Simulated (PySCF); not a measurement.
A GIAO shielding run with PySCF (density fitting, non-relativistic, gas phase) on `S[SiH2]NC1CC1`, C3H9NSSi:

```
$ OMP_NUM_THREADS=1 python probes_run.py task.json out

{"job": {"kind": "nmr", "xc": "PBE0", "basis": "pcSseg-1"}, "charge": 0, "multiplicity": 1}
S      3.345910    -0.499045    -1.125603
Si     1.871461     0.468164     0.104984
N      0.371473     0.177019    -0.666764
C     -0.882572     0.565145    -0.107031
C     -1.374534    -0.169573     1.101014
C     -2.040222    -0.378985    -0.225709
H      2.802187    -1.705448    -1.091840
H      2.347641     1.845932     0.180795
H      1.850822    -0.174055     1.413171
H      0.346773     0.117865    -1.675906
H     -1.098998     1.630602    -0.158596
H     -0.755052    -0.967074     1.478342
H     -1.897460     0.385482     1.864003
H     -3.026328     0.029180    -0.383741
H     -1.865513    -1.317219    -0.729031
```

Hardware: 1 thread of an Arm Neoverse N1, shared host. The job also computes population analyses, field gradients, ring-centre shieldings.

Q: How large is the calculation?

A: 64 electrons, 161 basis functions and 877 auxiliary functions.

Q: How long does it take, and how much memory does it need?

A: 35 s of wall time, with 12 SCF cycles and 4 response iterations; peak memory 0.73 GiB. Times on a shared host scatter by some tens of per cent.
